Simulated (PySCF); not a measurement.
C5H9N2O (doublet state).
Z-matrix (Å and degrees, GFN2-xTB geometry), rows numbered from 1:
```
C 
C   1  1.5294
C   2  1.5295  1  110.98
C   2  1.4880  1  109.35  3   120.68
N   4  1.2735  2  127.71  1   -60.84
C   5  1.4336  4  105.17  2  -179.99
N   6  1.4287  5  107.45  4     0.05
O   7  1.3513  6  104.93  5    -0.04
H   1  1.0866  2  109.75  3   -61.24
H   1  1.0874  2  110.77  3   178.75
H   1  1.0869  2  109.87  3    58.68
H   2  1.0945  1  109.81  3  -121.59
H   3  1.0867  2  109.77  1    61.27
H   3  1.0874  2  110.77  1  -178.75
H   3  1.0869  2  109.91  1   -58.71
H   6  1.1013  5  110.94  4  -121.08
H   6  1.1012  5  110.99  4   121.15
```

The hyperfine couplings belong to this conformer and change with its torsions.

Identity: `CC(C)C1=NC[N]O1` [radical].

Theory: PySCF 2.14.0, UKS B3LYP, pcH-1 on C H N O, non-relativistic, mean-field spin-orbit, GIAO. Isolated species at its GFN2-xTB geometry (one conformer only). The geometry wasn't refined by DFT: couplings that depend on bond lengths, twists or pyramidal angles can differ widely from those at the functional's own minimum. The SCF solution wasn't tested for stability.

(1) The isotropic 13C couplings, averaged over equivalent nuclei, are -40.3, -10.8, -2.1 MHz. Assign them to C1/C3; C4; C6.

(2) Match the computed a_iso(14N) values +34.0, +2.5 MHz with the sites N5; N7.

Answers

(1) 
| site | a_iso (MHz) | ρ(0) (bohr⁻³) | position | distance from N7 (Å) | spin population | largest \|T\| (MHz) |
| --- | --- | --- | --- | --- | --- | --- |
| C1/C3 | -2.1 | -0.0019 | 4 bonds from N7 | 4.49 | 0.00 | 0.3 |
| C4 | -10.8 | -0.0096 | 2 bonds from N7 | 2.20 | -0.04 | 8.6 |
| C6 | -40.3 | -0.0358 | 1 bond from N7 | 1.43 | -0.08 | 3.3 |

(2) 
```tsv
site	a_iso (MHz)	ρ(0) (bohr⁻³)	position	distance from N7 (Å)	spin population	largest |T| (MHz)
N5	+2.5	+0.0077	2 bonds from N7	2.31	+0.07	6.7
N7	+34.0	+0.1053	largest spin population	0.00	+0.78	81.0
```

ρ(0) is the spin density at the nucleus and T the dipolar tensor; entries for several nuclei are means. The Mulliken spin populations are largest on N7 (+0.78), O8 (+0.12), H16 (+0.08) and H17 (+0.08). N7 is the only atom above +0.15. The positive populations add up to 1.12 and the negative ones to -0.12, together 2S = 1.

Nuclei that the bonding pattern makes equivalent are averaged, as if the motion that swaps them (rotation, inversion, ring flip) were fast.

Hardware: AMD EPYC, one thread, shared host. Cost: 1.7 min (with the writing of density and orbital grids), 0.96 GiB resident at most.
